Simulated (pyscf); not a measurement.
Single points on ωB97X-D3(BJ)/def2-SVP structures (PySCF, gas phase).

How much does it cost (ΔH, 298 K, ωB97M-D3(BJ)/def2-TZVP) to split O=Cr(=O)(F)–O–SiH₃ (SMILES [O]=[Cr](=[O])([F])[O][SiH3]) at its Cr–O bond into [O=Cr(=O)–F]• + •O–SiH₃?

Cr–O to [O=Cr(=O)–F]• + •O–SiH₃: 313.9 kJ/mol. The 7 functionals that were run give +282.0 (M06-2X) to +376.9 kJ/mol (PBE). The radicals are drawn with the spin at the cut bond; how far it spreads was not checked. •O–SiH₃ lies 104.0 kJ/mol over its isomer HO–SiH₂• (electronic energy, ωB97M-D3(BJ)/def2-TZVP). Other isomers of [O=Cr(=O)–F]• were not searched in full and may lie lower. Open-shell species with a d-block atom are single-reference here; other states, and whether the spin sits on metal or ligand, were not checked.
